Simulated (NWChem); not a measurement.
Molecule: CH4BFO2; SMILES COB(O)F

```xyz
9

B     -0.0237     0.5115    -0.0001
F     -0.7397     1.6393     0.0002
O      1.3328     0.5697    -0.0001
H      1.6584     1.4748    -0.0003
O     -0.6969    -0.6519    -0.0004
C     -0.0507    -1.8990     0.0003
H     -0.3509    -2.4664     0.8951
H     -0.3607    -2.4720    -0.8876
H      1.0452    -1.7967    -0.0060
```
Atoms are numbered in this order, from 1.

The geometry was optimised at PBE0/def2-SVP.

List the 6 lowest vertical singlet excitations from LRC-wPBEh/6-31G* (spherical d), full TDDFT (NWChem).


```csv
state,energy (eV),oscillator strength,leading excitation (squared amplitude)
S1,9.57,0.007,HOMO → LUMO (0.78)
S2,10.17,0.237,HOMO → LUMO+1 (0.89)
S3,10.18,0.009,HOMO−1 → LUMO+1 (0.94)
S4,10.39,0.000,HOMO−2 → LUMO (0.54)
S5,10.54,0.004,HOMO−1 → LUMO (0.68)
S6,10.90,0.011,HOMO−3 → LUMO (0.74)
```
